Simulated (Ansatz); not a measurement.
A geometry relaxed with PBE0-D3(BJ)/def2-TZVP (Ansatz, a program for electronic structure), charge 0, multiplicity 2:

```xyz
4

S     -1.1835     0.5800     0.0099
H     -1.2940    -0.7699    -0.0085
B      0.5595     0.7437     0.0107
Br     1.9179    -0.5538    -0.0121
```

Q: Write the SMILES of this molecule.

A: `S[B]Br`
